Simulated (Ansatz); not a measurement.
System: CuF (charge +1, doublet). The spin state was set by rule; other spins were not relaxed. 
Geometry from a B3LYP-D3(BJ)/def2-TZVP (Ansatz, a quantum-chemistry and plane-wave program) optimisation:
```
Cu
F 1 1.7056
```
Charge +1, spin multiplicity 2.

Basis-set convergence of Hartree-Fock and CCSD(T) correlation energies (hartree) with Ansatz. Cores are frozen in the correlated levels unless marked. Open shells are spin-unrestricted. Spin-orbit coupling is left out. Frozen are the shells of the preceding noble gas and the d and f shells that filled before the atom's block. Non-relativistic.

The T1 diagnostic of CCSD in the largest basis is 0.048, which is high, so the coupled-cluster rows are less sure than usual.

```json
[
 {"basis": "def2-SVPD", "functions": "57", "E(HF)": "-1737.77157", "E(corr, CCSD(T))": "-0.42462"},
 {"basis": "def2-TZVPPD", "functions": "107", "E(HF)": "-1738.12403", "E(corr, CCSD(T))": "-0.63307"},
 {"basis": "def2-QZVPPD", "functions": "166", "E(HF)": "-1738.17230", "E(corr, CCSD(T))": "-0.67812"}
]
```

Extrapolating the two largest sets (X = 3 and 4) as X^-3: E(corr) = (64·(-0.67812) - 27·(-0.63307))/37 = -0.7110 Eh, an estimate of the basis-set limit. The largest set recovers 95.4 % of it, the smallest 59.7 %.
